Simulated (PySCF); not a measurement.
# Potential energy of PmN along the bond

Set-up: basis Pm x2c-SVPall, N x2c-SVPall; spin-free X2C with a Gaussian nucleus; PySCF 2.14. Energies in eV from Pm (4f5 6s2) + N in their ground configurations at the same level. All curves are PBE0. state 1: quintet, about 4.4 electrons in the 4f shell (Mulliken), real f orbitals that mix terms; state 2: septet, about 4.4 electrons in the 4f shell (Mulliken), real f orbitals that mix terms, a second solution, started from another occupation; state 3: septet, about 4.5 electrons in the 4f shell (Mulliken), real f orbitals that mix terms, a second solution, started from another occupation.

```
R (Å)  state 1  state 2  state 3
1.488   -1.879    0.033   -0.014
1.557   -2.861   -1.194   -1.203
1.626   -3.407   -2.014   -1.998
1.678   -3.601   -2.422   -2.394
1.730   -3.654   -2.684   -2.653
1.782   -3.594   -2.825   -2.800
1.851   -3.384   -2.859   -2.854
1.938   -2.995   -2.713   -2.749
2.041   -2.551   -2.350   -2.445
2.180   -2.002   -1.701   -1.859
```

Q: Put a parabola through the three lowest points of the state 1 curve and estimate Re, k and ωe (reduced mass 12.77 u; 1 eV/Å² = 0.16022 mdyn/Å; ωe = 1302.8·√(k/μ) cm⁻¹).

A: Through R = 1.678, 1.73, 1.782 Å the second-order coefficient is 20.9 eV/Å², so Re ≈ 1.728 Å, k ≈ 6.70 mdyn/Å and ωe ≈ 943 cm⁻¹. A polynomial fit of higher order to the unrounded PBE0 energies gives Re = 1.726 Å, k = 6.81 mdyn/Å, ωe = 951 cm⁻¹; anharmonicity and rounding make the difference.

The higher-order fit for each curve: state 1: Re = 1.726 Å, ωe = 951 cm⁻¹, De = 3.65 eV; state 2: Re = 1.831 Å, ωe = 812 cm⁻¹, minimum 2.86 eV below the ground-state fragments; state 3: Re = 1.843 Å, ωe = 758 cm⁻¹, minimum 2.85 eV below the ground-state fragments.

⟨S²⟩ of the unrestricted solution departs from its pure value on part of the curve, where spin states mix. These are scalar-relativistic numbers at best; spin–orbit coupling would shift them, the dissociation energy most. With d or f electrons several states lie close, and the lowest PBE0 determinant need not be the measured ground state.
